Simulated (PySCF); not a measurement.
B3H7N3, SMILES B1NB[NH2+]BN1, charge +1. Heavy atoms are numbered as in [BH:1]1[NH:2][BH:3][NH2+:4][BH:5][NH:6]1. Hydrogens are named by the atom that carries them.

Coordinates come from a B3LYP-D3(BJ)/def2-SVP optimisation. The isomer is the one that the SMILES or the coordinates give; other isomers of the formula were not compared.

Level of theory: PBE/pcSseg-1 run with PySCF.

GIAO shieldings, no solvent; atoms alike by connectivity are averaged. δ = σ(ref) − σ: ¹¹B against BF3 (σ = 83.9 ppm); ¹⁵N against NH3 (σ = 267.0 ppm); ¹H against TMS (σ = 31.49 ppm), references at their B3LYP-D3(BJ)/def2-TZVP geometries, non-relativistic.

Computed chemical shifts:
| nucleus | atoms | count | δ (ppm) |
|---|---|---|---|
| ¹¹B | B3 (BH) | 2 | 24.0 |
| ¹¹B | B1 (BH) | 1 | 20.4 |
| ¹⁵N | N2 (NH) | 2 | 176.9 |
| ¹⁵N | N4 (NH2) | 1 | 73.1 |
| ¹H | H on N2 | 2 | 8.03 |
| ¹H | H on B3 | 2 | 5.73 |
| ¹H | H on B1 | 1 | 5.69 |
| ¹H | H on N4 | 2 | 4.26 |
